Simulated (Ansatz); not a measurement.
Ideal-gas functions of `[Ga][Br]` at 800 K and 1 bar, from an Ansatz frequency run at PBE0-D4/def2-TZVP.

Molar mass 149.63 g/mol, point group C∞v (symmetry number 1), electronic degeneracy 1, moments of inertia 209.949 u Å². Harmonic wavenumbers (cm⁻¹, unscaled): 264.

Use S(trans) = R[1.5 ln M + 2.5 ln T − 1.1517]; rotational temperatures θ = 24.2544 K / I; S(rot) = R[ln(T/σθ) + 1]; for each mode x = 1.438777 ν̃/T, S = R[x/(eˣ − 1) − ln(1 − e⁻ˣ)] and H = RT x/(eˣ − 1); 1 cm⁻¹ = 0.0119627 kJ/mol; R = 8.31446 J/(mol·K).

By hand: the entropy, in J/(mol·K).

Translation 191.8. Rotation: θ = 0.1155 K, giving 81.8. Vibration, mode by mode: 14.59, in all 14.6. Electronic 0.0. Sum 288.2 J/(mol·K).

By hand: H − E and G − E in kJ/mol, counted from the electronic energy.

Zero-point energy ½ × 264 × 0.0119627 = 1.6; thermal vibration 5.2; translation, rotation and pV give 3.5 RT = 23.3. H − E = 30.1 kJ/mol, and G − E = 30.1 − 800 × 288.2/1000 = -200.5 kJ/mol.

Vibration gives 5 % of the entropy.
